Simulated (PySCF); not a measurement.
**Excitation energy of B by level of theory**

B [He] 2s2 2p1 (2P) → B [He] 2s2 3d1 (2D), as a difference of total energies. Computed with PySCF 2.14 in aug-cc-pVQZ-DK, with scalar relativity by spin-free X2C-1e. Correlated levels: valence: 1s2 frozen. The calculations carry no spin-orbit coupling.

```
           method  excitation energy (eV)
              UHF                   7.369
    MP2 (valence)                   7.470
SCS-MP2 (valence)                   7.459
   CCSD (valence)                   7.677
CCSD(T) (valence)                   7.519
```

Errors of the correlated levels include the incompleteness of this basis and the frozen core.

The promoted electron is Rydberg-like, and one or two diffuse shells describe it only roughly, which tends to raise the upper state.

The coupled-cluster amplitudes are large for the upper state (T1 above 0.03 or a double amplitude above 0.15), so a single reference is strained.

Q: Which method comes closest to the reference value, and which is furthest?

A: The reference is 6.789 eV (measured; NIST levels, between the centres of gravity of the two terms). Closest: UHF (error 0.580 eV); furthest: CCSD (valence) (error 0.888 eV).
